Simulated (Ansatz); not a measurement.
Job for Ansatz (a program for electronic structure): R-CCSD(T)/aug-cc-pVTZ on CHFO (a complex), monomers drawn apart or pushed together.

Ansatz 0.2 input:
```yaml
crystal:
  periodic: [false, false, false]
  atoms:
    - {symbol: F, position_ang: [-0.11084606, -0.27438190, -0.45428820]}
    - {symbol: H, position_ang: [-0.07941079, -0.21394166, 0.47618334]}
    - {symbol: C, position_ang: [0.01483794, -0.02971862, 3.29168007]}
    - {symbol: O, position_ang: [0.05207731, 0.04370196, 4.40991431]}
basis:
  gaussian:
    orbitals: aug-cc-pVTZ
magnetization: {spin_polarized: false}
correlation: {method: ccsd_t, electrons: outside_noble_gas}
scf: {lower_state_search: off}
```

Q: What total energy does the run end on?

A: -213.5148 hartree (reference determinant -212.8447, T1 diagnostic 0.015).

Q: How many basis functions does it have, and what does it roughly cost on one machine?

A: 161 functions; around 25 core-seconds (rough).
